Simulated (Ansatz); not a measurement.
Coupled-cluster diagnostics for MoS₃⁻, Ansatz.

Geometry of the doublet (PBE0-D4/def2-SVPD):

Cartesian coordinates in Å:
```
Mo -0.431 0.277 1.091
S -2.543 0.651 1.356
S 1.157 -0.237 -0.310
S 1.816 -0.692 -2.137
```

In the def2 sets Mo takes a core potential; there is no spin–orbit coupling. Correlated methods freeze 15 core orbitals; core or outer-core shells of Mo are correlated, in sets that lack core-valence functions. No other spin state of charge -1 was run. The geometry of the doublet was relaxed on an unsound state (⟨S²⟩ 1.76, where a pure state has 0.75). Another isomer (doublet) lies 3.43 eV lower at PBE0-D4/def2-TZVPD; other spin states weren't run for this one.

(1) Estimate the CCSD(T) correlation energy, the shares of MP2 and (T), T1 and the reference's ⟨S²⟩ for: charge -1, doublet, own geometry in def2-SVPD; and the rough time on 4 threads of Arm Neoverse V2 on a shared host.

Results:

(1) 
| state | basis | correlation (eV) | MP2 share (%) | (T) share (%) | T1 | ⟨S²⟩ (pure) | wall time | remarks |
| --- | --- | --- | --- | --- | --- | --- | --- | --- |
| charge -1, doublet, own geometry | def2-SVPD | -21.971 | 91.3 | 6.5 | 0.045 | 1.93 (0.75) | 42 s | flagged by the program, spin-contaminated (⟨S²⟩ 1.93) |
Customary marks for T1 are 0.02 (closed shells), 0.045 (open shells) and about 0.05 (3d metals). T1 exceeds 0.02 in 1 of 1 rows and 0.045 in 1; the higher it lies, the less the single-reference result can be trusted.
